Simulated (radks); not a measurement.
Values are calculated unless marked as measured or tabulated.
Valence configurations of Mg I (all share [Ne]). Level of theory: Dirac Kohn-Sham, BLYP, spin-unpolarised, spherical densities, point nucleus; open shells fill j = l - 1/2 first (a radial shooting solver on a logarithmic mesh with Libxc functionals). Energies are relative to 3s2; eigenvalues in eV.

| valence | E (eV) | e(3p1/2) | e(3s1/2) |
|---|---|---|---|
| 3s2 | 0.000 | - | -4.572 |
| 3s1.5 3p0.5 | 1.725 | -1.591 | -5.119 |
| 3p2 | 7.320 | -2.486 | - |
| 3s1 3p1 | 3.525 | -1.919 | -5.591 |
| 3s0.5 3p1.5 | 5.393 | -2.214 | -6.011 |

NIST lists [Ne] 3s2 as the ground configuration; this level of theory agrees among the configurations tried. The energies are those of spherical spin-averaged densities, not of single terms.
